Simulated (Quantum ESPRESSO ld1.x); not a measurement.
Species: Eu III. Configuration: [Xe] 4f7. Method: Dirac Kohn-Sham, BLYP, spin-unpolarised, spherical densities, point nucleus; open shells fill j = l - 1/2 first; computed with ld1.x of Quantum ESPRESSO 7.5.

Normalised radial functions P(r) = r R(r) (large component), r in bohr:

r,5p3/2,4f5/2
0.0007966,0.0004,0.0000
0.0009127,0.0005,0.0000
0.001054,0.0006,0.0000
0.001208,0.0008,0.0000
0.001395,0.0011,0.0000
0.001598,0.0014,0.0000
0.001845,0.0018,0.0000
0.002114,0.0024,0.0000
0.002442,0.0031,0.0000
0.002797,0.0040,0.0000
0.00323,0.0052,0.0000
0.003701,0.0067,0.0000
0.004274,0.0087,0.0000
0.004897,0.0111,0.0000
0.005655,0.0144,0.0000
0.006479,0.0182,0.0000
0.007483,0.0233,0.0000
0.008573,0.0294,0.0000
0.009901,0.0372,0.0000
0.01134,0.0463,0.0000
0.0131,0.0579,0.0001
0.01501,0.0708,0.0001
0.01733,0.0868,0.0002
0.01986,0.1040,0.0003
0.02293,0.1241,0.0006
0.02628,0.1442,0.0009
0.03034,0.1657,0.0016
0.03477,0.1845,0.0025
0.04015,0.2004,0.0041
0.046,0.2089,0.0064
0.05312,0.2071,0.0103
0.06086,0.1918,0.0158
0.07029,0.1578,0.0247
0.08053,0.1071,0.0370
0.093,0.0341,0.0559
0.1066,-0.0489,0.0812
0.1231,-0.1426,0.1180
0.141,-0.2239,0.1647
0.1628,-0.2847,0.2287
0.1865,-0.3017,0.3043
0.2154,-0.2627,0.4003
0.2468,-0.1680,0.5042
0.285,-0.0157,0.6233
0.3266,0.1534,0.7374
0.3771,0.3211,0.8502
0.4321,0.4283,0.9392
0.499,0.4506,1.0041
0.5717,0.3684,1.0305
0.6603,0.1790,1.0197
0.7564,-0.0674,0.9758
0.8736,-0.3524,0.9005
1.001,-0.5976,0.8104
1.156,-0.7899,0.7037
1.324,-0.8846,0.5998
1.529,-0.8875,0.4924
1.752,-0.8113,0.3980
2.024,-0.6741,0.3086
2.318,-0.5206,0.2359
2.677,-0.3618,0.1717
3.068,-0.2344,0.1226
3.543,-0.1331,0.0818
4.059,-0.0694,0.0526
4.687,-0.0302,0.0304
5.37,-0.0118,0.0166

5p3/2: eigenvalue -35.897 eV, 3 radial nodes at r = 0.0986, 0.289, 0.730 bohr, <r> = 1.65 bohr, 90 % of the charge inside 2.43 bohr. 4f5/2: eigenvalue -16.169 eV, 0 radial nodes, <r> = 0.953 bohr, 90 % of the charge inside 1.68 bohr.
